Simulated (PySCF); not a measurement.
Computed with B3LYP/[Be def2-TZVP, H def2-TZVP], no relativity, density fitting, PySCF. Open shells, if any, are unrestricted.

Q: What shape and geometry does isolated singlet BeH2 take (every ligand bound to Be)?

A: Counting electrons, beryllium keeps none of its valence electrons outside its bonds, so the VSEPR class is AX2 and the expected shape is linear (D∞h), as computed. The lowest minimum found is a singlet of D∞h symmetry with Be–H 1.330 Å (×2); H–Be–H 180.0°. Its harmonic wavenumbers are 725 (πu), 2023 (σg+), 2240 (σu+) cm⁻¹ and its dipole moment is 0.00 D.
